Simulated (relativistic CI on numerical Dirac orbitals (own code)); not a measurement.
Crystal-field levels of Zn³⁺, 3d9

Calculated by Dirac-Coulomb-Breit CI, KLI orbitals optimised for each configuration, a model potential for QED, one configuration in a parametric crystal field, unscaled Slater integrals (own radial code).

Field parameters in Wybourne normalisation: D3d B²₀ = −7Dσ, B⁴₀ = −14Dq − 21Dτ, B⁴₃ = −14√(10/7) Dq. The field is a parameter set, without covalency.

S and J are read from ⟨S²⟩ = S(S + 1) and ⟨J²⟩ = J(J + 1) of each level; they are not fictitious spins.

D3d, 10Dq = 17400, Dσ = -1200, Dτ = 330 cm⁻¹, the lowest 5 levels:

```csv
E (cm⁻¹),Degeneracy,Irrep,S,J
0.0,2,Γ5+Γ6,0.50,2.26
346,2,Γ4,0.50,2.15
18057,2,Γ4,0.50,2.35
19682,2,Γ4,0.50,2.12
20841,2,Γ5+Γ6,0.50,1.82
```

Principal g values of the ground doublet: 0.00, 0.00, 2.84.

D3d, 10Dq = 17400, Dσ = 1200, Dτ = 330 cm⁻¹, the lowest 5 levels:

| E (cm⁻¹) | Degeneracy | Irrep | S | J |
| --- | --- | --- | --- | --- |
| 0.0 | 2 | Γ4 | 0.50 | 2.23 |
| 148 | 2 | Γ5+Γ6 | 0.50 | 2.19 |
| 16480 | 2 | Γ4 | 0.50 | 2.35 |
| 17576 | 2 | Γ5+Γ6 | 0.50 | 1.90 |
| 22930 | 2 | Γ4 | 0.50 | 2.03 |

Principal g values of the ground doublet: 0.17, 0.17, 2.58.

The free-ion ground term has S = 1/2. Every field shown keeps that spin.

Levels of this model without a field, named by their leading LS term: 2D_5/2 0, 2D_3/2 2702 cm⁻¹.
